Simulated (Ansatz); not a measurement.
# InH2 (SMILES [InH2]): methods side by side

InH2 has 3 atoms, charge 0, and is taken as a doublet. As SMILES, `[InH2]`. The shape is that of a PBE0-D4/def2-TZVP optimisation.

```xyz
3

In    0.3846   -0.4254    0.1498
H     0.6913    1.2654    0.5216
H    -1.0869   -0.9048   -0.6847
```

Each level gives the energy change with the In1–H3 bond stretched from 1.758 to 2.198 Å (eV). The values are calculated.

| level | kind | program | value (eV) | less FCI/STO-3G |
| --- | --- | --- | --- | --- |
| USVWN5/STO-3G | LDA | Ansatz | 1.37 | +0.22 |
| UPBE/STO-3G | GGA | Ansatz | 1.27 | +0.12 |
| U-r2SCAN0/STO-3G | hybrid meta-GGA | Ansatz | 1.38 | +0.23 |
| UCAM-B3LYP/STO-3G | range-separated hybrid | Ansatz | 1.43 | +0.28 |
| UB2PLYP/STO-3G | double hybrid | Ansatz | 1.34 | +0.19 |
| UMP2/STO-3G | perturbation theory | Ansatz | 1.40 | +0.25 |
| UCCSDT(Q)/STO-3G | coupled cluster or CI | Ansatz | 1.15 | 0.00 |
| FCI/STO-3G | exact in the basis | Ansatz | 1.15 | 0.00 |

FCI/STO-3G is exact within its basis and frozen core, so for wave-function methods in that basis the difference is their error; functionals converge differently with the basis, so for them it is only a difference. All-electron rows without a relativistic Hamiltonian named are non-relativistic. The first shape isn't each level's own minimum. The values span 1.15 to 1.43 eV. All rows use very small basis sets, so even the best lies far from the true value. In the correlated wave-function rows the outer d shell of In is correlated, in sets not made for it.
